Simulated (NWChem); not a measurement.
System: C$_{2}$H$_{7}$OSi, doublet; SMILES C[SiH](C)[O]

Input file for NWChem:

```
start job
memory heap 200 mb stack 900 mb global 1100 mb
geometry units angstroms noautosym nocenter noautoz
  C     -1.551610    -0.843352     0.201491
  Si     0.037408     0.071416    -0.357400
  C      1.559331    -0.902557     0.178318
  O     -0.155994     1.527468     0.434010
  H     -1.540777    -1.828415    -0.310524
  H     -1.539220    -0.988394     1.298122
  H     -2.456086    -0.279907    -0.093248
  H     -0.000420     0.203516    -1.862285
  H      1.549691    -1.073277     1.273283
  H      2.487906    -0.354553    -0.079833
  H      1.588688    -1.884946    -0.337601
end
basis spherical
  * library def2-svp
end
dft
  odft
  mult 2
  xc pbe0
  iterations 150
end
cosmo
  do_cosmo_smd true
  solvent dioxane
end
task dft energy
```

Excerpt of the output:

```
             Northwest Computational Chemistry Package (NWChem) 7.3.0
             --------------------------------------------------------

                             Geometry "geometry" -> ""
                             -------------------------

 Output coordinates in angstroms (scale by  1.889725989 to convert to a.u.)

  No.       Tag          Charge          X              Y              Z
 ---- ---------------- ---------- -------------- -------------- --------------
    1 C                    6.0000    -1.55161000    -0.84335200     0.20149100
    2 Si                  14.0000     0.03740800     0.07141600    -0.35740000
    3 C                    6.0000     1.55933100    -0.90255700     0.17831800
    4 O                    8.0000    -0.15599400     1.52746800     0.43401000
    5 H                    1.0000    -1.54077700    -1.82841500    -0.31052400
    6 H                    1.0000    -1.53922000    -0.98839400     1.29812200
    7 H                    1.0000    -2.45608600    -0.27990700    -0.09324800
    8 H                    1.0000    -0.00042000     0.20351600    -1.86228500
    9 H                    1.0000     1.54969100    -1.07327700     1.27328300
   10 H                    1.0000     2.48790600    -0.35455300    -0.07983300
   11 H                    1.0000     1.58868800    -1.88494600    -0.33760100

 Effective nuclear repulsion energy (a.u.)     166.8838837152

                                 NWChem DFT Module
                                 -----------------

 Summary of "ao basis" -> "ao basis" (spherical)
 ------------------------------------------------------------------------------
       Tag                 Description            Shells   Functions and Types
 ---------------- ------------------------------  ------  ---------------------
 C                          def2-svp                 6       14   3s2p1d
 Si                         def2-svp                 8       18   4s3p1d
 O                          def2-svp                 6       14   3s2p1d
 H                          def2-svp                 3        5   2s1p

 in cosmo_initialize ...
 calling solv_data for solv:dioxane

 solvent parameters
 solvname_short: dioxane
 solvname_long:  1,4-dioxane
 dielec:        2.2099
 dielecinf:     2.0232
 nonaqueous SMD model solvent descriptors
 dielec:        2.2099
 sola:          0.0000
 solb:          0.6400
 solc:          0.0000
 solg:         47.1400
 solh:          0.0000
 soln:          1.4224

          ---------------
          -cosmo- solvent
          ---------------
 Cosmo: York-Karplus, doi: 10.1021/jp992097l
 dielectric constant -eps-     =   2.21
 screen = (eps-1)/(eps    )    =   0.54749
 surface charge correction     = lagrangian

   van der Waals surface
 --------------------------

 ---------- ATOMIC COORDINATES (A.U.) ------------ VDWR(ANG.) --
     1   -2.93211774   -1.59370419    0.38076278     1.850
     2    0.07069087    0.13495667   -0.67538807     2.470
     3    2.94670832   -1.70558542    0.33697216     1.850
     4   -0.29478592    2.88649598    0.82015998     2.294
     5   -2.91164634   -3.45520334   -0.58680527     1.200
     6   -2.90870404   -1.86779383    2.45309488     1.200
     7   -4.64132954   -0.52894753   -0.17621317     1.200
     8   -0.00079368    0.38458947   -3.51920836     1.200
     9    2.92849136   -2.02819944    2.40615598     1.200
    10    4.70146063   -0.67000802   -0.15086249     1.200
    11    3.00218500   -3.56203144   -0.63797338     1.200
 number of segments per atom =        128
 number of   points per atom =        128
 atom (   nspa,  nppa )
 ----------------------
    1 (     45,     0 )       0
    2 (     55,     0 )       0
    3 (     43,     0 )       0
    4 (     87,     0 )       0
    5 (     49,     0 )       0
    6 (     52,     0 )       0
    7 (     51,     0 )       0
    8 (     34,     0 )       0
    9 (     51,     0 )       0
   10 (     54,     0 )       0
   11 (     52,     0 )       0
 number of -cosmo- surface points =      573
 molecular surface =    126.971 angstrom**2
 molecular volume  =    117.731 angstrom**3
 -lineq- algorithm             =   0
 -bem- low  level              =   3
 -bem- from -octahedral-
 gaussian surface charge width =   4.50000
 degree of switching           =   1.00000
 switching function tolerance  =   0.00010
 atomic radii =
 --------------
    1  6.000  1.850
    2 14.000  2.470
    3  6.000  1.850
    4  8.000  2.294
    5  1.000  1.200
    6  1.000  1.200
    7  1.000  1.200
    8  1.000  1.200
    9  1.000  1.200
   10  1.000  1.200
   11  1.000  1.200
 ...... end of -cosmo- initialization ......

 nat:                    11
 ixmem:                  6636
 calling mnsol_interface()
 G(SMD-CDS) energy (kcal/mol)  =    -0.107
 SMD-CDS SASA (angstrom**2)    =   146.794

            General Information
            -------------------
          SCF calculation type: DFT
          Wavefunction type:  spin polarized.
          No. of atoms     :    11
          No. of electrons :    41
           Alpha electrons :    21
            Beta electrons :    20
          Charge           :     0
          Spin multiplicity:     2
          Use of symmetry is: off; symmetry adaption is: off
          Maximum number of iterations: 150
          AO basis - number of functions:    95
                     number of shells:    47
          Convergence on energy requested:  1.00D-06
          Convergence on density requested:  1.00D-05
          Convergence on gradient requested:  5.00D-04

              XC Information
              --------------
                         PBE0 Method XC Functional
                     Hartree-Fock (Exact) Exchange  0.250
          PerdewBurkeErnzerhof Exchange Functional  0.750
            Perdew 1991 LDA Correlation Functional  1.000 local
           PerdewBurkeErnz. Correlation Functional  1.000 non-local

[...]

                                COSMO-SMD solvation results
                                ---------------------------

             internal energy in gas <Psi(g)|H|Psi(g)> =      -444.602872308794
         internal energy in solvent <Psi(s)|H|Psi(s)> =      -444.602705347886
                               delta internal energy  =         0.000166960908 (    0.10 kcal/mol)
   total free energy in solvent <Psi(s)|H+V/2|Psi(s)> =      -444.605496105739
 polarization energy contribution <Psi(s)|V/2|Psi(s)> =        -0.002790757852 (   -1.75 kcal/mol)
    total free energy in solvent including G(SMD-CDS) =      -444.605667132665
                       G(SMD-CDS) energy contribution =        -0.000171026926 (   -0.11 kcal/mol)
     1 M fixed-concentration free energy of solvation =        -0.002794823871 (   -1.75 kcal/mol)

                    DFT Final Alpha Molecular Orbital Analysis
                    ------------------------------------------

 Vector   19  Occ=1.000000D+00  E=-3.683311D-01
              MO Center=  1.5D-02,  5.6D-01,  1.6D-01, r^2= 3.1D+00
   Bfn.  Coefficient  Atom+Function         Bfn.  Coefficient  Atom+Function
  ----- ------------  ---------------      ----- ------------  ---------------
    52      0.368466   4 O  pz               55      0.253012   4 O  pz
    50      0.225685   4 O  px               53      0.157392   4 O  px
    27      0.154910   2 Si pz               36     -0.152641   3 C  px
    38     -0.148957   3 C  pz               76     -0.144402   8 H  s
    51     -0.136234   4 O  py               81     -0.134273   9 H  s

 Vector   20  Occ=1.000000D+00  E=-3.183855D-01
              MO Center= -6.6D-01, -3.1D-01, -9.6D-02, r^2= 3.0D+00
   Bfn.  Coefficient  Atom+Function         Bfn.  Coefficient  Atom+Function
  ----- ------------  ---------------      ----- ------------  ---------------
     4      0.329975   1 C  px                5      0.222113   1 C  py
     7      0.215408   1 C  px               22     -0.205918   2 Si px
    50      0.175510   4 O  px               76     -0.174688   8 H  s
     3      0.170823   1 C  s                51      0.152560   4 O  py
    36      0.149618   3 C  px               77     -0.137706   8 H  s

 Vector   21  Occ=1.000000D+00  E=-3.104891D-01
              MO Center=  4.1D-01,  2.9D-01, -1.9D-01, r^2= 3.2D+00
   Bfn.  Coefficient  Atom+Function         Bfn.  Coefficient  Atom+Function
  ----- ------------  ---------------      ----- ------------  ---------------
    52      0.310357   4 O  pz               36      0.244953   3 C  px
    76      0.242614   8 H  s                55      0.226109   4 O  pz
    50      0.222365   4 O  px               77      0.215133   8 H  s
    35     -0.202497   3 C  s                39      0.190416   3 C  px
    37     -0.173840   3 C  py               53      0.163044   4 O  px

 Vector   22  Occ=0.000000D+00  E= 5.864345D-02
              MO Center=  2.4D-01,  1.1D-01, -5.2D-01, r^2= 3.8D+00
   Bfn.  Coefficient  Atom+Function         Bfn.  Coefficient  Atom+Function
  ----- ------------  ---------------      ----- ------------  ---------------
     3      1.170366   1 C  s                26      1.114962   2 Si py
    25      0.629515   2 Si px               49     -0.471362   4 O  s
    67     -0.334453   6 H  s                72     -0.282023   7 H  s
     7      0.230717   1 C  px               92      0.229769  11 H  s
    23      0.211122   2 Si py               35     -0.202768   3 C  s

 Vector   23  Occ=0.000000D+00  E= 6.737838D-02
              MO Center=  4.2D-01, -1.1D+00,  2.5D-01, r^2= 7.2D+00
   Bfn.  Coefficient  Atom+Function         Bfn.  Coefficient  Atom+Function
  ----- ------------  ---------------      ----- ------------  ---------------
    35      2.085113   3 C  s                 3      1.538196   1 C  s
    18     -0.969759   2 Si s                92     -0.848259  11 H  s
    87     -0.754109  10 H  s                82     -0.726378   9 H  s
    62     -0.713349   5 H  s                72     -0.600860   7 H  s
    67     -0.560909   6 H  s                27     -0.216120   2 Si pz

 Vector   24  Occ=0.000000D+00  E= 8.582880D-02
              MO Center= -2.7D-01, -2.0D-01, -2.5D-01, r^2= 5.9D+00
   Bfn.  Coefficient  Atom+Function         Bfn.  Coefficient  Atom+Function
  ----- ------------  ---------------      ----- ------------  ---------------
     3      1.579792   1 C  s                35     -1.463703   3 C  s
    25      1.056929   2 Si px               26     -0.657182   2 Si py
    82      0.649462   9 H  s                72     -0.596886   7 H  s
    67     -0.555780   6 H  s                62     -0.539666   5 H  s
    27     -0.476502   2 Si pz               49      0.417971   4 O  s

                     DFT Final Beta Molecular Orbital Analysis
                     -----------------------------------------

 Vector   18  Occ=1.000000D+00  E=-3.567232D-01
              MO Center=  2.0D-01,  3.2D-01,  1.4D-01, r^2= 3.3D+00
   Bfn.  Coefficient  Atom+Function         Bfn.  Coefficient  Atom+Function
  ----- ------------  ---------------      ----- ------------  ---------------
    52      0.368876   4 O  pz               55      0.253903   4 O  pz
    36     -0.203751   3 C  px               27      0.160702   2 Si pz
    23     -0.157171   2 Si py               38     -0.138219   3 C  pz
    76     -0.138065   8 H  s                50      0.130565   4 O  px
    37      0.127341   3 C  py               81     -0.127378   9 H  s

 Vector   19  Occ=1.000000D+00  E=-3.308591D-01
              MO Center= -5.5D-01, -2.9D-01,  1.8D-02, r^2= 3.1D+00
   Bfn.  Coefficient  Atom+Function         Bfn.  Coefficient  Atom+Function
  ----- ------------  ---------------      ----- ------------  ---------------
     4      0.321760   1 C  px               22     -0.247900   2 Si px
     7      0.183975   1 C  px               36      0.182840   3 C  px
    25     -0.179152   2 Si px                5      0.169391   1 C  py
    50     -0.162029   4 O  px               86      0.140512  10 H  s
    19      0.137267   2 Si px               71     -0.117596   7 H  s

 Vector   20  Occ=1.000000D+00  E=-2.965348D-01
              MO Center=  2.3D-01,  6.5D-01, -8.9D-02, r^2= 2.9D+00
   Bfn.  Coefficient  Atom+Function         Bfn.  Coefficient  Atom+Function
  ----- ------------  ---------------      ----- ------------  ---------------
    52      0.377666   4 O  pz               55      0.280655   4 O  pz
    77      0.232643   8 H  s                76      0.230213   8 H  s
    50      0.228697   4 O  px               35     -0.210577   3 C  s
    51     -0.197455   4 O  py               36      0.193811   3 C  px
    39      0.173360   3 C  px               53      0.170583   4 O  px

 Vector   21  Occ=0.000000D+00  E=-1.510441D-01
              MO Center= -2.4D-01,  1.1D+00,  2.9D-01, r^2= 1.9D+00
   Bfn.  Coefficient  Atom+Function         Bfn.  Coefficient  Atom+Function
  ----- ------------  ---------------      ----- ------------  ---------------
    50      0.459740   4 O  px               53      0.391607   4 O  px
     3      0.286886   1 C  s                51      0.223309   4 O  py
    54      0.186719   4 O  py               25      0.177449   2 Si px
    52     -0.163059   4 O  pz                7      0.153334   1 C  px
    77     -0.148525   8 H  s                 4      0.141242   1 C  px

 Vector   22  Occ=0.000000D+00  E= 6.523061D-02
              MO Center= -3.4D-02, -1.6D-01, -4.5D-01, r^2= 4.3D+00
   Bfn.  Coefficient  Atom+Function         Bfn.  Coefficient  Atom+Function
  ----- ------------  ---------------      ----- ------------  ---------------
     3      1.432770   1 C  s                26      1.164151   2 Si py
    35      0.466388   3 C  s                67     -0.462163   6 H  s
    49     -0.453061   4 O  s                25      0.432183   2 Si px
    72     -0.413470   7 H  s                18     -0.384066   2 Si s
    62     -0.259935   5 H  s                87     -0.217304  10 H  s

 Vector   23  Occ=0.000000D+00  E= 6.869974D-02
              MO Center=  7.1D-01, -8.4D-01,  2.1D-01, r^2= 6.9D+00
   Bfn.  Coefficient  Atom+Function         Bfn.  Coefficient  Atom+Function
  ----- ------------  ---------------      ----- ------------  ---------------
    35      2.082768   3 C  s                 3      1.141211   1 C  s
    92     -0.896509  11 H  s                18     -0.870289   2 Si s
    82     -0.747246   9 H  s                87     -0.739822  10 H  s
    62     -0.648862   5 H  s                72     -0.493618   7 H  s
    67     -0.435894   6 H  s                25     -0.369497   2 Si px

   alpha - beta orbital overlaps
   -----------------------------

   alpha      1      2      3      4      5      6      7      8      9     10
    beta      1      2      3      4      5      6      7      8      9     10
 overlap   1.000  1.000  1.000  1.000  1.000  1.000  0.995  0.995  0.998  0.992

   alpha     11     12     13     14     15     16     17     18     19     20
    beta     11     12     13     13     14     16     15     17     18     19
 overlap   0.993  0.994  0.644  0.699  0.698  0.884  0.648  0.946  0.944  0.766

   alpha     21     22     23     24     25     26     27     28     29     30
    beta     20     22     23     24     25     26     27     28     29     30
 overlap   0.975  0.955  0.963  0.991  0.998  0.995  0.997  0.997  0.996  0.976

[...]
```

Level: PBE0/def2-SVP, spin-unrestricted, SMD on the gas-phase geometry. Structure relaxed at the PBE-D3(BJ)/def2-SVP, spin-unrestricted level. Not confirmed as a minimum by frequencies. No stability test was run on the SCF state. Solvent: 1,4-dioxane.
